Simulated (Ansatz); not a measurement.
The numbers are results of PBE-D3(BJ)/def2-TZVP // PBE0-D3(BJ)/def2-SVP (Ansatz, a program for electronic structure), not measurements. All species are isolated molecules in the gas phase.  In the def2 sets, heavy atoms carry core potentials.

Reference species (SMILES): `[Cl][Sn]([Cl])([CH3])[Cl]` (neutral, multiplicity 1).

```
Quantity                                  Result
--------------------------------------  --------
LUMO                                    -3.15 eV
dipole moment                             3.41 D
vertical ionisation energy (Delta-SCF)  10.33 eV
HOMO–LUMO gap                            4.59 eV
```

After one change: the LUMO rises by 0.06 eV; the dipole moment rises by 0.46 D; the vertical ionisation energy (Delta-SCF) falls by 0.38 eV; the HOMO–LUMO gap falls by 0.17 eV.

What was changed between the two runs? The new species is one of these.
A) `C=[CH][Sn]([Cl])([Cl])[Cl]`
B) `FC(F)(F)[CH2][Sn]([Cl])([Cl])[Cl]`
C) `C[CH2][Sn]([Cl])([Cl])[Cl]`
D) `C[CH](C)[Sn]([Cl])([Cl])[Cl]`

C, `C[CH2][Sn]([Cl])([Cl])[Cl]`
